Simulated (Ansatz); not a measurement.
`[SiH3][CH2][InH2]` + HI → `[InH2][I]` + `C[SiH3]`  (ligand exchange at the In–C bond)

Gas-phase electronic energies from Ansatz, PBE0-D4/def2-TZVP geometries. CBS: MP2 limit from def2 TZ/QZ plus the TZ coupled-cluster correction, frozen cores. This one scheme is used for every species. def2 core potentials past Kr. For I, In outer-core shells are correlated without core-valence functions, which leaves a few kJ/mol of doubt a bond.

```tsv
species	CCSD(T)/CBS(def2) energy (Eh)
`[SiH3][CH2][InH2]`	-521.12346
HI	-298.03592
`[InH2][I]`	-488.48444
`C[SiH3]`	-330.73916
```

**Question.** Work out ΔE.

**Answer.** ΔE = (-488.48444) + (-330.73916) − (-521.12346) − (-298.03592) = -0.06422 Eh = -168.6 kJ/mol.

Largest T1 diagnostic among the species: 0.013.

From PBE to PBE0 (25 % exact exchange), in def2-TZVPP and without D4, ΔE moves by −5.4 kJ/mol. Leaving LDA and LC-ωPBE aside and taking each functional with its dispersion term where it has one, the values, not all of them listed here, spread over 17.2 kJ/mol, from BHLYP-D4 to revPBE-D4. LDA lies +7.4 kJ/mol from PBE without D4. The D4 term adds +5.1 kJ/mol with B3LYP and +2.8 kJ/mol with PBE0; it sums over pairs of atoms, weighted by their polarisabilities, and B3LYP, whose exchange is more repulsive, gets the larger term.

B3LYP here is the variant with VWN-RPA as its local correlation; programs differ in this.
